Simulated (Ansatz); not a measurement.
A run on CH₄SeSn (`[CH2]1[Se][SnH2]1`) with other settings.

```yaml
crystal:
  periodic: [false, false, false]
  atoms:
    - {symbol: C, position_ang: [-0.668753, -0.450676, -0.664939]}
    - {symbol: Se, position_ang: [-0.349052, -1.712408, 0.832596]}
    - {symbol: Sn, position_ang: [0.696875, 0.531095, 0.580521]}
    - {symbol: H, position_ang: [-1.745223, -0.007038, -0.700419]}
    - {symbol: H, position_ang: [-0.326325, -0.821955, -1.630063]}
    - {symbol: H, position_ang: [0.161838, 1.770928, 1.572280]}
    - {symbol: H, position_ang: [2.340639, 0.566590, 0.095956]}
basis:
  gaussian: {orbitals: ANO-RCC-VTZP}
hamiltonian: {xc: {name: B2PLYP}}
output: {forces: true}
```

```sh
$ ansatz run in.yaml --threads 2 --pin off --events-out ev --progress --plain --max-ram 4352MiB
```

Output, abridged:

```
Functional definition: B2PLYP
1349 factors; integrals over basis functions are off by at most 9.5e-4 eV
mean field evaluation 1: about -235255.3240 eV, gradient 3.8e1 eV
mean field evaluation 2: about -235255.4110 eV, gradient 3.8e1 eV
mean field evaluation 4: about -235258.7854 eV, gradient 4.3e0 eV
mean field evaluation 8: about -235258.8225 eV, gradient 1.1e-1 eV
mean field evaluation 16: about -235258.8225 eV, gradient 7.0e-5 eV
mean field -235258.82253083 eV, -8645.6022638507 hartree, gradient 2.4e-6 eV, S^2 0.000000; 0 other end points of the search recorded, 0 dependent functions left out
28 core orbitals not correlated: weight in the atoms' cores, before any rotation towards them, 1.000 or more for the frozen orbitals, at most 0.000 for the correlated occupied ones
reference -235258.82273053 eV, -8645.6022711895 hartree; 19, 19 occupied and 150, 150 virtual orbitals, 1349 factors
second order -30.11193090 eV of doubles, -0.00000000 eV of singles
Total energy: -235266.95295187 eV, -8645.9010513130 hartree
Relativity: scalar
Atom 0 at    -0.668753    -0.450676    -0.664939 Å, force    -2.296881     0.891490    -0.838073 eV/Å
Atom 1 at    -0.349052    -1.712408     0.832596 Å, force    -0.083691    -0.444003     0.321436 eV/Å
Atom 2 at     0.696875     0.531095     0.580521 Å, force     0.813616     0.320796    -0.099926 eV/Å
Atom 3 at    -1.745223    -0.007038    -0.700419 Å, force     2.044531    -0.971546     0.054648 eV/Å
Atom 4 at    -0.326325    -0.821955    -1.630063 Å, force    -0.126268     0.094043     0.247014 eV/Å
Atom 5 at     0.161838     1.770928     1.572280 Å, force    -0.038871     0.114174     0.150124 eV/Å
Atom 6 at     2.340639     0.566590     0.095956 Å, force    -0.312435    -0.004954     0.164776 eV/Å
Dipole moment:     0.119240     0.437682    -0.146105 e Å
```

Run time 42 s (2 threads of an Arm Neoverse V2 on a shared host); peak host memory 0.82 GiB.
